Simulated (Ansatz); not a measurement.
Calculated with Ansatz (gas phase, PBE0-D4/def2-TZVP geometries, no zero-point term in ΔE). CBS: MP2 limit from def2 TZ/QZ plus the TZ coupled-cluster correction, frozen cores. This one scheme is used for every species. DFT in def2-TZVPP. B3LYP here is the variant with VWN-RPA as its local correlation; programs differ in this. Each species was taken in one conformer, which may not be the lowest.

Reaction (hydrogenolysis of the Si–Cl bond): `O[Si@H](Cl)[Si@H](F)Cl` + H₂ → `O[SiH](Cl)[SiH2]F` + HCl

```csv
level,ΔE (kcal/mol)
PBE0-D4,21.1
r2SCANh-D4,22.4
r2SCAN,22.2
B3LYP,18.6
BHLYP,18.4
LC-ωPBE,19.1
RPA@PBE/def2-TZVPP,18.2
CCSD/def2-SVP,16.2
```

Problem. What does CCSD(T)/CBS give? (Best estimate.)

Solution. Computed: +21.0 kcal/mol. The listed levels differ from it by 0.1, 1.4, 1.2, -2.4, -2.6, -1.9, -2.8, -4.8 kcal/mol.

Largest T1 diagnostic among the species: 0.012.

The D4 term adds +2.6 kcal/mol with B3LYP and +1.4 kcal/mol with PBE0; it sums over pairs of atoms, weighted by their polarisabilities, and B3LYP, whose exchange is more repulsive, gets the larger term. In def2-TZVPP, CCSD(T) changes the Hartree–Fock value by +3.0 kcal/mol (the triples alone add +1.1 kcal/mol) and MP2 by +5.4 kcal/mol. Leaving LDA and LC-ωPBE aside and taking each functional with its dispersion term where it has one, the values, not all of them listed here, spread over 2.7 kcal/mol, from B2PLYP to r2SCAN-D4. LDA lies +0.9 kcal/mol from PBE without D4.

CCSD(T)/CBS has its own doubt, a few kJ/mol and more with outer-core shells, so smaller differences from it don't rank the levels.
